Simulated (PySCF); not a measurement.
Telling isomers of C5H5NO2Si apart by NMR

Theoretical values (PySCF): GIAO PBE0/pcSseg-1 shieldings, coordinates at the GFN2-xTB level. Gas phase, non-relativistic, single conformer, one averaged value for each set of equivalent atoms.

Chemical shifts δ = σref − σ; ¹H (σ = 31.72 ppm) and ¹³C (σ = 186.93 ppm) against TMS, all at this level. Where no couplings were computed, multiplicities follow the n + 1 count of equivalent neighbours, and m marks all less simple cases (inequivalent or close neighbours, rings, F or P nearby). Shifts are as computed. Against solution values, carbons near 30 ppm lie about +3 ppm off and those near 130 ppm about +5 ppm. Of 1211 compounds with measured shifts, 218 miss one by over three times the rms of a fit or turn the order of signals round; such compounds aren't used in these exercises. OH and NH positions are gas-phase values without hydrogen bonding to other molecules.

(1) Tabulate the signals of `C#C[Si@H](O)c1ccno1`, `N#C/C=C\C(=O)[SiH2]C=O`, `c1cc2c(cn1)O[SiH2]O2`, `N#C[Si@H]1C=C(OC=O)C1`, `c1cnc2c(c1)O[SiH2]O2` and their relative energies.

(2) What is the quickest way to tell N#C/C=C\C(=O)[SiH2]C=O from N#C[Si@H]1C=C(OC=O)C1?

(3) What is the quickest way to tell N#C[Si@H]1C=C(OC=O)C1 from c1cnc2c(c1)O[SiH2]O2?

(4) What is the quickest way to tell C#C[Si@H](O)c1ccno1 from c1cnc2c(c1)O[SiH2]O2?

Answers

(1) 
| SMILES | carbon types | δC | δH | E rel. (kcal/mol) |
| --- | --- | --- | --- | --- |
| C#C[Si@H](O)c1ccno1 | 2×C 3×CH | 177.0, 152.8, 118.8, 103.2, 90.1 | 8.41 (m, 1H), 6.79 (m, 1H), 5.37 (d, 1H), 2.54 (br s, 1H), 2.08 (d, 1H) | 83.4 |
| N#C/C=C\C(=O)[SiH2]C=O | 2×C 3×CH | 245.3, 226.7, 154.4, 120.4, 108.0 | 12.47 (t, 1H), 7.91 (d, 1H), 5.34 (d, 1H), 4.63 (d, 2H) | 97.0 |
| c1cc2c(cn1)O[SiH2]O2 | 2×C 3×CH | 161.0, 151.3, 148.8, 139.9, 113.6 | 8.72 (s, 1H), 8.52 (d, 1H), 7.16 (d, 1H), 5.63 (s, 2H) | 4.0 |
| N#C[Si@H]1C=C(OC=O)C1 | 2×C 2×CH 1×CH2 | 167.0, 163.1, 123.4, 121.3, 27.8 | 8.24 (s, 1H), 6.02 (d, 1H), 4.97 (m, 1H), 2.49 (m, 1H), 2.36 (m, 1H) | 63.9 |
| c1cnc2c(c1)O[SiH2]O2 | 2×C 3×CH | 162.8, 146.5, 145.7, 124.6, 121.4 | 8.17 (d, 1H), 7.50 (d, 1H), 6.97 (m, 1H), 5.71 (s, 2H) | 0.0 |

Energies are electronic energies at PBE0/pcSseg-1 on these geometries, without zero-point or thermal terms, each for the one conformer computed, which needn't be the lowest.

(2) Both give the same number of carbon signals, but DEPT or the intensities differ. The first has a carbonyl carbon (CH) at 245.3 ppm, the second an allylic sp3 CH2 bonded to Si at 27.8 ppm. Their most deshielded carbons lie at 245.3 and 167.0 ppm. In the proton spectra the most deshielded non-exchanging signals are 12.47 (t, 1H) and 8.24 (s, 1H).

(3) Both give the same number of carbon signals, but DEPT or the intensities differ. The first has an allylic sp3 CH2 bonded to Si at 27.8 ppm, the second an aromatic carbon bearing oxygen (C) at 146.5 ppm. Their most deshielded carbons lie at 167.0 and 162.8 ppm.

(4) Both give the same number of carbon signals, with the same numbers of each carbon type, so the positions decide. The first has an alkyne carbon (C) at 90.1 ppm, the second an aromatic carbon bearing oxygen (C) at 146.5 ppm. Their most deshielded carbons lie at 177.0 and 162.8 ppm.
